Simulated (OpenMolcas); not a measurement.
## 5s² 5p³ along the 51-electron sequence

```
Program             : OpenMolcas 26.06
Method              : CASSCF
Basis               : ANO-RCC-VQZP
Scalar Hamiltonian  : DKH2, point nucleus
Spin-orbit coupling : RASSI with atomic mean-field integrals over the reference wave functions, term energies averaged over their components
```

Active space for each ion: 5 electrons in 4 orbitals (5s 5p).

Computed levels in cm-1 above ⁴S°_3/2:

```tsv
Level	Sb	Te+	I2+	Xe3+
²D°_3/2	12148	14029	15541	17026
²D°_5/2	13473	16271	18839	21570
²P°_1/2	18700	22672	26290	30022
²P°_3/2	20356	25613	30848	36681
weight of ⁴S° in the lowest level (%)	98	96	94	91
```

Mixed levels, with the weight of the term that names them: I2+ ²P°_3/2 (75 %), Xe3+ ²D°_3/2 (74 %), Xe3+ ²P°_3/2 (72 %).

Measured, with the error of the calculation in %. Measured levels: Sb, Te+ from NIST Handbook of Basic Atomic Spectroscopic Data; Xe3+ from Saloman, J. Phys. Chem. Ref. Data 33, 765 (2004).

```tsv
Level	Sb	Te+	Xe3+
²D°_3/2	8512 (+42.7)	10222 (+37.2)	13267 (+28.3)
²D°_5/2	9854 (+36.7)	12422 (+31.0)	17511 (+23.2)
²P°_1/2	16395 (+14.1)	20547 (+10.3)	28036 (+7.1)
²P°_3/2	18464 (+10.2)	24032 (+6.6)	35650 (+2.9)
```

²D°_3/2 changes by a factor of 1.4 over the same range, with steps per unit of Z of +1880, +1510, +1480 cm-1.

Computed and measured levels are paired by configuration, term and J; levels that our copy of the source lacks, or whose pairing is in doubt (as where it misses far off the trend of its configuration), stay unpaired and out of the deviations. Only configurations of the active space appear.

° marks odd parity.
